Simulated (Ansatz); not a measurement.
Isolated molecules relaxed with PBE0-D4/def2-TZVP in Ansatz; ΔE leaves out vibrations. CCSD(T)/CBS adds triple-zeta CCSD(T) − MP2 to the extrapolated MP2 energy (def2 sets, frozen cores). This one scheme is used for every species. DFT in def2-TZVPP. B3LYP here is the variant with VWN-RPA as its local correlation; programs differ in this. Elements past krypton have def2 core potentials. For Hf outer-core shells are correlated without core-valence functions, which leaves a few kJ/mol of doubt a bond. Each species was taken in one conformer, which may not be the lowest.

Reaction (formal hydrolysis of the Hf–N bond): `[NH2][Hf]([Cl])([Cl])[Cl]` + H₂O → `[OH][Hf]([Cl])([Cl])[Cl]` + NH₃

```json
{"level": "LDA (SPW92)", "ΔE (kJ/mol)": "-67.9"}
{"level": "r2SCANh-D4", "ΔE (kJ/mol)": "-70.0"}
{"level": "r2SCAN0-D4", "ΔE (kJ/mol)": "-69.3"}
{"level": "CAM-B3LYP-D4", "ΔE (kJ/mol)": "-73.7"}
{"level": "PBE", "ΔE (kJ/mol)": "-68.0"}
{"level": "B3LYP", "ΔE (kJ/mol)": "-72.4"}
{"level": "CCSD(T)/def2-SVP", "ΔE (kJ/mol)": "-78.1"}
{"level": "MP2/def2-TZVPP", "ΔE (kJ/mol)": "-67.5"}
```

Question: What does CCSD(T)/CBS give? (Best estimate.)

Answer: Ansatz gave: -66.2 kJ/mol. The listed levels differ from it by -1.7, -3.8, -3.1, -7.5, -1.8, -6.2, -11.9, -1.3 kJ/mol.

Largest T1 diagnostic among the species: 0.014.

Leaving LDA and LC-ωPBE aside and taking each functional with its dispersion term where it has one, the values, not all of them listed here, spread over 9.4 kJ/mol, from B97M-V to revPBE-D4. In def2-TZVPP, CCSD(T) changes the Hartree–Fock value by +8.3 kJ/mol (the triples alone add +0.8 kJ/mol) and MP2 by +8.5 kJ/mol.
